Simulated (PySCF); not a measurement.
A GIAO shielding run with PySCF (density fitting, non-relativistic, gas phase) on `OCP1(=S)CCOCC1`, C5H11O2PS:

```
$ OMP_NUM_THREADS=1 python probes_run.py task.json out

{"job": {"kind": "nmr", "xc": "PBE0", "basis": "pcSseg-1"}, "charge": 0, "multiplicity": 1}
O      2.658222     1.733529     0.543354
C      2.146385     0.479957     0.875802
P      0.732349     0.103215    -0.284344
S      1.248436     0.255459    -2.148414
C     -0.643614     1.216443     0.230522
C     -1.914784     0.667084    -0.421956
O     -2.244583    -0.622972     0.033022
C     -1.360641    -1.622092    -0.409828
C      0.025411    -1.520920     0.235737
H      2.853110     1.743399    -0.407598
H      1.805253     0.528777     1.912664
H      2.902185    -0.316596     0.779538
H     -0.437056     2.228129    -0.125578
H     -0.742223     1.220964     1.317274
H     -2.773368     1.294335    -0.169669
H     -1.786814     0.662880    -1.516076
H     -1.834218    -2.570624    -0.143561
H     -1.251308    -1.574522    -1.504953
H     -0.054915    -1.566958     1.323389
H      0.667026    -2.328807    -0.122364
```

Hardware: 1 thread of an Arm Neoverse V2, shared host. The job also computes population analyses, field gradients, ring-centre shieldings.

(1) How large is the calculation?

(2) How long does it take, and how much memory does it need?

## Answers

(1) 88 electrons, 222 basis functions and 1197 auxiliary functions.

(2) 54 s of wall time, with 14 SCF cycles and 4 response iterations; peak memory 1 GiB. Times on a shared host scatter by some tens of per cent.
